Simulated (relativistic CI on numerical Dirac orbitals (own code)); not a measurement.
# Cr3+ in a cubic cluster: 1s photoemission with charge transfer

Computed with a charge-transfer multiplet model of a cubic metal-ligand cluster with up to 2 ligand holes, Slater and spin-orbit integrals from Dirac-Coulomb-Breit ions, Slater integrals scaled by 0.9. The ground state mixes d3 with configurations of k ligand holes L, whose averages lie at kΔ + k(k − 1)U_dd/2; a core hole lowers each added d electron by U_cd. 20 K, Lorentzian 1.1 eV and Gaussian 0.6 eV FWHM.

Atomic integrals in eV (Slater integrals scaled, ζ unscaled), ground: F2dd 9.646, F4dd 6.039, zeta_d 0.033; with the core hole: F2dd 11.182, F4dd 7.036, zeta_d 0.051, G2cd 0.056.

Cluster parameters (eV): U_dd = 6.1, U_cd = 7.7, 10Dq = 1.2, 10Dq(ligand) = 0.6, V(eg) = 3.1, V(t2g) = -1.34, final-state hopping factor = 0.9.

```csv
Case,n_d,d3,d4L,d5L2,S
Δ = 1.8 eV,3.75,0.37,0.52,0.12,1.50
Δ = 4.8 eV,3.54,0.53,0.41,0.06,1.50
Δ = 6.8 eV,3.42,0.62,0.34,0.04,1.50
```

Weights, n_d and S are thermal averages at 20 K. Binding energies count from the first peak over 30 % of the highest in each spectrum, which can be another peak from case to case. The parameters are a model scan and need not match a compound or its usual spin state. Peaks in eV (height, largest 100):
- Δ = 1.8 eV: 0.0 (100), 4.3 (9), 11.9 (7), 13.2 (10)
- Δ = 4.8 eV: 0.0 (100), 5.1 (6), 10.2 (7), 11.8 (13)
- Δ = 6.8 eV: 0.0 (100), 5.7 (5), 10.7 (14)

Curve for Δ = 1.8 eV (points under 2 left out, the grid thinned):

E (eV), Intensity and a bar:
```
     -3.8        2.5 
     -3.4        3.1 
     -2.9        4.2 #
     -2.5        5.6 #
     -2.1        7.8 ##
     -1.7       11.6 ###
     -1.2       21.8 ######
     -0.8       40.9 ############
     -0.4       75.5 #######################
      0.1       98.7 ##############################
      0.5       68.4 #####################
      0.9       36.3 ###########
      1.4       17.4 #####
      1.8       11.1 ###
      2.2        7.8 ##
      2.6        6.0 #
      3.1        5.1 #
      3.5        5.5 #
      3.9        7.1 ##
      4.4        8.6 ##
      4.8        7.0 ##
      5.2        5.5 #
      5.7        4.3 #
      6.1        3.2 
      6.5        2.5 
      6.9        2.3 
      7.4        2.0 
      8.2        2.3 
      8.6        2.7 
      9.1        2.5 
      9.5        2.2 
      9.9        2.3 
     10.3        2.8 
     10.8        3.9 #
     11.2        5.2 #
     11.6        6.5 #
     12.1        6.6 #
     12.5        7.1 ##
     12.9        9.1 ##
     13.4        9.5 ##
     13.8        6.8 #
     14.2        4.6 #
     14.6        3.8 #
     15.1        3.0 
     15.5        2.1
```

For the case Δ = 4.8 eV, Δ = 4.8 eV is smaller than U_dd = 6.1 eV, the charge-transfer side of the Zaanen-Sawatzky-Allen scheme. With the core hole the configuration with one ligand hole lies at Δ − U_cd = -5.9, -2.9, -0.9 eV from the one without, in the order of the table; where this is negative the screened configuration lies lower, though the effective hopping of about 5.6 eV (from the holes of the mixed ground state) mixes the two strongly wherever it is as large as the gap.

With at most 2 ligand holes the space is cut while the next configuration still counts, so covalency is underestimated, and a final configuration with one more ligand hole, which can lie low, is missing from the spectra.
